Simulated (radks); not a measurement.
Polarisability of neutral ruthenium, [Kr] 4d7 5s1, at imaginary frequency. Calculated with a radial shooting solver on a logarithmic mesh with Libxc functionals: scalar-relativistic Kohn-Sham, LDA (Slater exchange, Perdew-Wang correlation), spin-unpolarised, spherical densities, finite nucleus; Fermi nuclear charge, rms radius 4.4809 fm. Response by self-consistent Sternheimer equations with the Hartree and adiabatic LDA kernel, the relativistic mass of each level held fixed and spin-orbit coupling left out.

w (hartree),alpha1(iw) (bohr^3)
0.00266,59.42
0.0143,59.01
0.0360,56.88
0.0697,51.14
0.118,41.52
0.186,30.67
0.280,21.45
0.413,14.66
0.605,9.845
0.892,6.391
1.35,3.884
2.12,2.101
3.59,0.9397
6.94,0.3187
17.5,0.07130

Static values: alpha1 = 59.43 bohr^3 (8.807 angstrom^3; uncoupled 104.2). C6 = 560.3, triple-dipole C9 = 22540 atomic units. One-pole (London) frequency 4 C6 / (3 alpha1^2) = 0.212 hartree, against 0.166 for minus the highest occupied eigenvalue. Recommended static value: 72 bohr^3 (Schwerdtfeger and Nagle, 2023 table).

Beside tabulated values, note that spin-unpolarised runs miss the spin-polarisation part of the exchange energy of open shells.
